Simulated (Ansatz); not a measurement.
C2H7ClSi2, SMILES `[SiH3]/C=C(\[SiH3])Cl`. Charge 0, multiplicity 1.

Z-matrix (Å, degrees):
```
Si
C 1 1.872
H 1 1.486 2 111.4
H 1 1.485 2 107.4 3 119.2
H 1 1.486 2 111.4 3 -121.6
C 2 1.331 1 125.4 3 61.4
H 2 1.090 1 116.9 3 -118.7
Cl 6 1.749 2 120.0 1 180.0
Si 6 1.874 2 128.0 1 -0.0
H 9 1.483 6 109.1 2 119.8
H 9 1.483 6 109.0 2 -120.4
H 9 1.485 6 108.7 2 -0.4
```

Question: Give the diagnostics of a CCSD(T)/def2-TZVPP run (frozen core, Ansatz). (Estimate.)

Answer: The calculation gave: T1 = 0.0121, largest single amplitude 0.019, largest double 0.068, (T) share of the correlation energy 4.3 %, 9 CCSD cycles. The RHF solution is unstable towards an unrestricted one. T1 lies under the customary mark of 0.02 for closed shells.
